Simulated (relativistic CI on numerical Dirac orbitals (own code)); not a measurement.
# Pd⁺: resonant inelastic scattering at the L2,3 edge

Computed with this model: Dirac-Coulomb-Breit CI, KLI orbitals optimised for each configuration, model QED (radiative potential, 1s self-energy scaled to tabulated hydrogen-like ionisation energies), valence Slater integrals scaled by 0.9, Kramers-Heisenberg scattering through one core-hole configuration in a parametric crystal field; configurations [Kr] 4d9 → [He] 2s2 2p5 3s2 3p6 3d10 4s2 4p6 4d10; 300 K; core-hole width 1.6 eV; summed over polarisations. Incident energies are the highest absorption maxima for each field (at most a few, so the weaker spin-orbit partner edge can be absent), on the computed scale of the free ion. Intensities are in per cent of the strongest line above 0.02 eV; levels within 1 cm⁻¹ are merged; final levels count from the ground level, the first row holds all elastic scattering, lines under 0.4 are left out and each table stops after 24 rows. The scale of the Slater integrals is a model choice and moves the terms in proportion.

Field parameters in Wybourne normalisation: D4h B²₀ = −7Ds, B⁴₀ = 21(Dq − Dt), B⁴₄ = 21√(5/14) Dq. The field is a parameter set, without covalency.

S is read from ⟨S²⟩ = S(S + 1).

D4h, 10Dq = 14300, Ds = -1500, Dt = 290 cm⁻¹:

| Final level (eV) | Degeneracy | Irrep | S | 3173.8 eV | 3331.1 eV |
| --- | --- | --- | --- | --- | --- |
| 0.000 | 2 | Γ6 | 0.50 | 129.8 | 16.6 |
| 0.561 | 2 | Γ7 | 0.50 | 70.5 | 15.9 |
| 1.533 | 2 | Γ7 | 0.50 | 100.0 | 9.2 |
| 1.731 | 2 | Γ6 | 0.50 | 81.9 | 41.2 |
| 2.396 | 2 | Γ7 | 0.50 | 48.2 | 32.7 |

D4h, 10Dq = 14300, Ds = -860, Dt = 290 cm⁻¹:

| Final level (eV) | Degeneracy | Irrep | S | 3173.7 eV | 3331 eV |
| --- | --- | --- | --- | --- | --- |
| 0.000 | 2 | Γ6 | 0.50 | 122.6 | 15.0 |
| 0.247 | 2 | Γ7 | 0.50 | 64.1 | 15.1 |
| 1.445 | 2 | Γ7 | 0.50 | 100.0 | 6.4 |
| 1.654 | 2 | Γ6 | 0.50 | 76.1 | 38.0 |
| 2.087 | 2 | Γ7 | 0.50 | 40.6 | 31.5 |

For the first field the strongest loss at the lowest incident energy is the level at 1.53 eV (S = 0.50, against 0.50 in the thermal ground state).
